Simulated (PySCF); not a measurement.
Electron correlation in Br⁺ (bromine, charge +1)

Starting occupation: [Ar] 3d10 4s1 4p4 5s1, 4s1/2 with m_j = +1/2, 4p1/2 with m_j = +1/2, 4p3/2 with m_j = -1/2, +1/2, +3/2, 5s1/2 with m_j = +1/2. Computed with PySCF 2.14 in x2c-TZVPall-2c with one added diffuse shell each of s, p, d type (7s8p5d1f, 63 functions), with X2C-1e with screened-nucleus spin-orbit coupling, Gaussian nucleus. Frozen: [Ne]; 24 electrons correlated.

MP2 pair energies summed by pair of shells (mhartree):

```json
{"pair": "3d-3d", "energy": "-87.28", "share (%)": "24.2"}
{"pair": "4p-4p", "energy": "-71.71", "share (%)": "19.9"}
{"pair": "3d-3p", "energy": "-70.76", "share (%)": "19.7"}
{"pair": "3d-4p", "energy": "-24.37", "share (%)": "6.8"}
{"pair": "3p-3p", "energy": "-23.56", "share (%)": "6.5"}
{"pair": "4p-5s", "energy": "-23.06", "share (%)": "6.4"}
{"pair": "3d-3s", "energy": "-19.72", "share (%)": "5.5"}
{"pair": "3p-3s", "energy": "-10.96", "share (%)": "3.0"}
{"pair": "4p-4s", "energy": "-10.38", "share (%)": "2.9"}
{"pair": "3p-4p", "energy": "-6.01", "share (%)": "1.7"}
{"pair": "3d-4s", "energy": "-5.56", "share (%)": "1.5"}
{"pair": "3p-4s", "energy": "-1.63", "share (%)": "0.5"}
{"pair": "3s-4p", "energy": "-1.50", "share (%)": "0.4"}
{"pair": "3s-3s", "energy": "-1.38", "share (%)": "0.4"}
{"pair": "3d-5s", "energy": "-1.19", "share (%)": "0.3"}
{"pair": "4s-5s", "energy": "-0.38", "share (%)": "0.1"}
{"pair": "3s-4s", "energy": "-0.31", "share (%)": "0.1"}
{"pair": "3p-5s", "energy": "-0.28", "share (%)": "0.1"}
{"pair": "3s-5s", "energy": "-0.05", "share (%)": "0.0"}
```

Total MP2 correlation energy: -360.08 mhartree.

The GHF reference relaxed away from the jj start to a determinant that is no pure jj level (⟨S²⟩ = 6.00, ⟨J²⟩ = 12.12); the energies belong to that determinant.

This basis was not built for core-valence correlation, so the inner-shell part is incomplete.
